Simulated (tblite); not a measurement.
Record of a relaxation.

Species: C4H7BBrCl.
Atom-mapped SMILES: `[CH3:1][CH2:2]/[CH:3]=[C:4](/[Cl:5])[BH:6][Br:7]` (hydrogens: H8, H9, H10 on C1; H11, H12 on C2; H13 on C3; H14 on B6)

Computed with GFN2-xTB (tblite), gas phase: L-BFGS steps from a force-field or distance-geometry start until the largest atomic force falls under 0.01 eV/Å. 6 of its 141 geometries are shown.

Step 0: E = -598.4547 eV, largest atomic force 1.876 eV/Å
```
atom  x, y, z in Å  |  force x, y, z in eV/Å
C1     -1.829   -0.467   -0.315    0.152   0.989  -0.624
C2     -0.759   -0.102    0.706    0.350  -0.284   0.014
C3      0.081    0.937    0.021   -1.160   0.728   0.569
C4      1.354    0.801   -0.236    1.292  -0.239  -0.160
Cl5     2.185    2.113   -1.049    0.159  -0.066  -0.102
B6      2.134   -0.475    0.177    0.145  -1.226  -0.882
Br7     2.444   -1.868   -1.223   -0.130   1.257   1.386
H8     -2.526    0.405   -0.291    0.046  -1.083  -0.292
H9     -1.293   -0.425   -1.297   -0.892  -0.568   0.543
H10    -2.304   -1.433   -0.116    0.045   0.518  -0.224
H11    -1.234    0.350    1.579    0.181  -0.228   0.171
H12    -0.162   -1.001    0.988   -0.307   0.727  -0.085
H13    -0.413    1.861   -0.290   -0.125  -0.359   0.181
H14     2.320   -0.698    1.323    0.246  -0.166  -0.496
```

Step 28: E = -598.9330 eV, largest atomic force 0.105 eV/Å
```
atom  x, y, z in Å  |  force x, y, z in eV/Å
C1     -1.911   -0.472   -0.330    0.020   0.030  -0.011
C2     -0.834   -0.035    0.662    0.053   0.037   0.031
C3      0.062    1.011    0.073    0.046   0.034  -0.032
C4      1.332    0.754   -0.201    0.061  -0.034   0.074
Cl5     2.385    1.979   -0.910   -0.096   0.040  -0.013
B6      2.191   -0.513    0.100   -0.015  -0.069   0.048
Br7     2.629   -1.717   -1.237    0.000   0.003  -0.044
H8     -2.628    0.329   -0.491   -0.023   0.024   0.001
H9     -1.465   -0.722   -1.289    0.029  -0.066  -0.015
H10    -2.438   -1.344    0.047   -0.030   0.020  -0.001
H11    -1.308    0.364    1.560   -0.031   0.021   0.013
H12    -0.226   -0.894    0.957   -0.009  -0.056  -0.022
H13    -0.380    1.970   -0.148   -0.058   0.026  -0.036
H14     2.591   -0.712    1.184    0.052  -0.009   0.007
```

Step 56: E = -598.9517 eV, largest atomic force 0.052 eV/Å
```
atom  x, y, z in Å  |  force x, y, z in eV/Å
C1     -1.922   -0.470   -0.336   -0.002   0.014   0.008
C2     -0.855   -0.050    0.675    0.004  -0.010   0.004
C3      0.056    0.980    0.088   -0.003  -0.012  -0.003
C4      1.338    0.743   -0.142    0.024   0.046   0.007
Cl5     2.349    2.005   -0.854   -0.005   0.002  -0.003
B6      2.245   -0.503    0.102   -0.002   0.002  -0.021
Br7     2.612   -1.650   -1.310   -0.007  -0.026   0.008
H8     -2.515    0.390   -0.637   -0.020  -0.002  -0.006
H9     -1.460   -0.896   -1.224    0.007  -0.007   0.022
H10    -2.583   -1.213    0.102   -0.013  -0.004  -0.011
H11    -1.339    0.372    1.560   -0.024  -0.005  -0.017
H12    -0.276   -0.922    0.989    0.008  -0.002  -0.011
H13    -0.399    1.925   -0.176    0.027  -0.007   0.021
H14     2.749   -0.711    1.140    0.005   0.011   0.001
```

Step 84: E = -599.0312 eV, largest atomic force 0.336 eV/Å
```
atom  x, y, z in Å  |  force x, y, z in eV/Å
C1     -1.861   -0.495   -0.417   -0.283  -0.014  -0.180
C2     -0.856   -0.085    0.652    0.028  -0.144  -0.094
C3      0.065    0.961    0.126    0.117   0.112   0.175
C4      1.379    0.807   -0.035    0.059   0.044  -0.220
Cl5     2.305    2.219   -0.567   -0.045  -0.052   0.049
B6      2.289   -0.441    0.048   -0.169  -0.119   0.018
Br7     1.796   -2.036   -0.777   -0.032   0.040   0.026
H8     -2.426    0.365   -0.759   -0.047   0.113  -0.057
H9     -1.361   -0.939   -1.275    0.064   0.012   0.058
H10    -2.567   -1.222   -0.026    0.030  -0.039   0.066
H11    -1.382    0.322    1.519   -0.014  -0.023  -0.025
H12    -0.311   -0.974    0.963    0.105  -0.015   0.142
H13    -0.383    1.925   -0.069   -0.064   0.037  -0.009
H14     3.313   -0.408    0.594    0.249   0.049   0.052
```

Step 112: E = -599.0721 eV, largest atomic force 0.041 eV/Å
```
atom  x, y, z in Å  |  force x, y, z in eV/Å
C1     -1.833   -0.480   -0.473    0.006  -0.002   0.009
C2     -0.889   -0.110    0.675   -0.003  -0.003   0.013
C3      0.076    0.936    0.234    0.019  -0.004  -0.004
C4      1.382    0.790   -0.037    0.001   0.019  -0.022
Cl5     2.221    2.280   -0.490   -0.007  -0.008   0.003
B6      2.313   -0.439   -0.056   -0.002   0.004  -0.014
Br7     1.681   -2.176   -0.270   -0.002   0.006   0.003
H8     -2.335    0.400   -0.866    0.012   0.035   0.008
H9     -1.276   -0.952   -1.277    0.007  -0.019  -0.022
H10    -2.585   -1.177   -0.117   -0.016  -0.038   0.000
H11    -1.478    0.305    1.497   -0.017  -0.006   0.001
H12    -0.390   -1.009    1.033   -0.001   0.018   0.007
H13    -0.359    1.923    0.126   -0.005   0.016   0.008
H14     3.473   -0.291   -0.003    0.010  -0.020   0.010
```

Step 140: E = -599.0747 eV, largest atomic force 0.007 eV/Å
```
atom  x, y, z in Å  |  force x, y, z in eV/Å
C1     -1.777   -0.506   -0.483   -0.003   0.001   0.001
C2     -0.901   -0.086    0.703    0.001   0.000   0.002
C3      0.071    0.961    0.278    0.002   0.000  -0.002
C4      1.365    0.800   -0.042    0.003  -0.005   0.004
Cl5     2.216    2.285   -0.479   -0.003   0.000   0.000
B6      2.269   -0.447   -0.107    0.004  -0.004  -0.003
Br7     1.596   -2.173   -0.282   -0.001   0.002   0.000
H8     -2.279    0.357   -0.914    0.002   0.001   0.000
H9     -1.173   -0.980   -1.252    0.000  -0.002   0.001
H10    -2.528   -1.217   -0.150   -0.003  -0.004  -0.005
H11    -1.542    0.337    1.480    0.002   0.005   0.001
H12    -0.406   -0.965    1.113    0.002   0.001  -0.002
H13    -0.345    1.960    0.215   -0.006   0.004   0.002
H14     3.434   -0.328   -0.101    0.000   0.001   0.001
```

Q: Summarise the path.

A: The energy falls by 59.82 kJ/mol from step 0 to step 140; nine tenths of that is first reached at step 83. It rises by more than 0.2 meV at steps 79 and 86. The largest force goes from 1.876 to 0.007 eV/Å. Among the bonds B6–Br7 changes most, from 1.999 to 1.860 Å; the atoms move by 0.709 Å rms after alignment.

Q: Follow the three bonds and two angles with the largest change from start to end.

A: 
```json
{"step": "0", "E above end (kJ/mol)": "59.82", "largest force (eV/Å)": "1.876", "B6–Br7 (Å)": "1.999", "C3=C4 (Å)": "1.306", "C1–H9 (Å)": "1.120", "C3–C4–B6 (°)": "121.5", "Cl5–C4–B6 (°)": "120.0"}
{"step": "6", "E above end (kJ/mol)": "23.37", "largest force (eV/Å)": "0.312", "B6–Br7 (Å)": "1.847", "C3=C4 (Å)": "1.323", "C1–H9 (Å)": "1.093", "C3–C4–B6 (°)": "121.4", "Cl5–C4–B6 (°)": "120.4"}
{"step": "12", "E above end (kJ/mol)": "17.96", "largest force (eV/Å)": "0.282", "B6–Br7 (Å)": "1.853", "C3=C4 (Å)": "1.329", "C1–H9 (Å)": "1.089", "C3–C4–B6 (°)": "124.9", "Cl5–C4–B6 (°)": "115.6"}
{"step": "18", "E above end (kJ/mol)": "15.70", "largest force (eV/Å)": "0.113", "B6–Br7 (Å)": "1.853", "C3=C4 (Å)": "1.327", "C1–H9 (Å)": "1.087", "C3–C4–B6 (°)": "126.6", "Cl5–C4–B6 (°)": "113.2"}
{"step": "24", "E above end (kJ/mol)": "14.51", "largest force (eV/Å)": "0.118", "B6–Br7 (Å)": "1.854", "C3=C4 (Å)": "1.326", "C1–H9 (Å)": "1.088", "C3–C4–B6 (°)": "128.3", "Cl5–C4–B6 (°)": "111.0"}
{"step": "30", "E above end (kJ/mol)": "13.38", "largest force (eV/Å)": "0.119", "B6–Br7 (Å)": "1.851", "C3=C4 (Å)": "1.325", "C1–H9 (Å)": "1.088", "C3–C4–B6 (°)": "130.6", "Cl5–C4–B6 (°)": "108.6"}
{"step": "37", "E above end (kJ/mol)": "12.57", "largest force (eV/Å)": "0.083", "B6–Br7 (Å)": "1.856", "C3=C4 (Å)": "1.324", "C1–H9 (Å)": "1.086", "C3–C4–B6 (°)": "131.8", "Cl5–C4–B6 (°)": "108.8"}
{"step": "43", "E above end (kJ/mol)": "12.22", "largest force (eV/Å)": "0.071", "B6–Br7 (Å)": "1.855", "C3=C4 (Å)": "1.325", "C1–H9 (Å)": "1.088", "C3–C4–B6 (°)": "132.0", "Cl5–C4–B6 (°)": "108.7"}
{"step": "49", "E above end (kJ/mol)": "12.02", "largest force (eV/Å)": "0.048", "B6–Br7 (Å)": "1.855", "C3=C4 (Å)": "1.324", "C1–H9 (Å)": "1.087", "C3–C4–B6 (°)": "132.5", "Cl5–C4–B6 (°)": "107.8"}
{"step": "55", "E above end (kJ/mol)": "11.89", "largest force (eV/Å)": "0.034", "B6–Br7 (Å)": "1.856", "C3=C4 (Å)": "1.324", "C1–H9 (Å)": "1.088", "C3–C4–B6 (°)": "132.7", "Cl5–C4–B6 (°)": "107.5"}
{"step": "61", "E above end (kJ/mol)": "11.75", "largest force (eV/Å)": "0.029", "B6–Br7 (Å)": "1.856", "C3=C4 (Å)": "1.324", "C1–H9 (Å)": "1.087", "C3–C4–B6 (°)": "132.7", "Cl5–C4–B6 (°)": "107.4"}
{"step": "67", "E above end (kJ/mol)": "11.63", "largest force (eV/Å)": "0.041", "B6–Br7 (Å)": "1.854", "C3=C4 (Å)": "1.324", "C1–H9 (Å)": "1.087", "C3–C4–B6 (°)": "132.7", "Cl5–C4–B6 (°)": "107.7"}
{"step": "73", "E above end (kJ/mol)": "11.47", "largest force (eV/Å)": "0.106", "B6–Br7 (Å)": "1.856", "C3=C4 (Å)": "1.323", "C1–H9 (Å)": "1.088", "C3–C4–B6 (°)": "132.8", "Cl5–C4–B6 (°)": "107.5"}
{"step": "79", "E above end (kJ/mol)": "10.47", "largest force (eV/Å)": "0.603", "B6–Br7 (Å)": "1.882", "C3=C4 (Å)": "1.330", "C1–H9 (Å)": "1.083", "C3–C4–B6 (°)": "132.9", "Cl5–C4–B6 (°)": "108.6"}
{"step": "85", "E above end (kJ/mol)": "3.58", "largest force (eV/Å)": "0.321", "B6–Br7 (Å)": "1.876", "C3=C4 (Å)": "1.334", "C1–H9 (Å)": "1.089", "C3–C4–B6 (°)": "131.7", "Cl5–C4–B6 (°)": "110.9"}
{"step": "91", "E above end (kJ/mol)": "1.86", "largest force (eV/Å)": "0.103", "B6–Br7 (Å)": "1.862", "C3=C4 (Å)": "1.338", "C1–H9 (Å)": "1.086", "C3–C4–B6 (°)": "131.0", "Cl5–C4–B6 (°)": "112.5"}
{"step": "97", "E above end (kJ/mol)": "1.09", "largest force (eV/Å)": "0.087", "B6–Br7 (Å)": "1.861", "C3=C4 (Å)": "1.341", "C1–H9 (Å)": "1.088", "C3–C4–B6 (°)": "131.2", "Cl5–C4–B6 (°)": "112.9"}
{"step": "103", "E above end (kJ/mol)": "0.75", "largest force (eV/Å)": "0.060", "B6–Br7 (Å)": "1.860", "C3=C4 (Å)": "1.341", "C1–H9 (Å)": "1.086", "C3–C4–B6 (°)": "131.7", "Cl5–C4–B6 (°)": "112.7"}
{"step": "110", "E above end (kJ/mol)": "0.28", "largest force (eV/Å)": "0.062", "B6–Br7 (Å)": "1.859", "C3=C4 (Å)": "1.342", "C1–H9 (Å)": "1.086", "C3–C4–B6 (°)": "132.6", "Cl5–C4–B6 (°)": "112.5"}
{"step": "116", "E above end (kJ/mol)": "0.19", "largest force (eV/Å)": "0.025", "B6–Br7 (Å)": "1.860", "C3=C4 (Å)": "1.342", "C1–H9 (Å)": "1.087", "C3–C4–B6 (°)": "132.5", "Cl5–C4–B6 (°)": "112.5"}
{"step": "122", "E above end (kJ/mol)": "0.17", "largest force (eV/Å)": "0.012", "B6–Br7 (Å)": "1.860", "C3=C4 (Å)": "1.342", "C1–H9 (Å)": "1.087", "C3–C4–B6 (°)": "132.4", "Cl5–C4–B6 (°)": "112.6"}
{"step": "128", "E above end (kJ/mol)": "0.16", "largest force (eV/Å)": "0.018", "B6–Br7 (Å)": "1.861", "C3=C4 (Å)": "1.342", "C1–H9 (Å)": "1.087", "C3–C4–B6 (°)": "132.4", "Cl5–C4–B6 (°)": "112.6"}
{"step": "134", "E above end (kJ/mol)": "0.04", "largest force (eV/Å)": "0.034", "B6–Br7 (Å)": "1.860", "C3=C4 (Å)": "1.342", "C1–H9 (Å)": "1.087", "C3–C4–B6 (°)": "132.4", "Cl5–C4–B6 (°)": "112.6"}
{"step": "140", "E above end (kJ/mol)": "0.00", "largest force (eV/Å)": "0.007", "B6–Br7 (Å)": "1.860", "C3=C4 (Å)": "1.343", "C1–H9 (Å)": "1.087", "C3–C4–B6 (°)": "132.3", "Cl5–C4–B6 (°)": "112.7"}
```

The cost below is that of the whole relaxation. Time: 1.7 s of wall time. Hardware: an Arm Neoverse N1 with one thread, shared host with 64 logical CPUs at a one-minute load of 61.
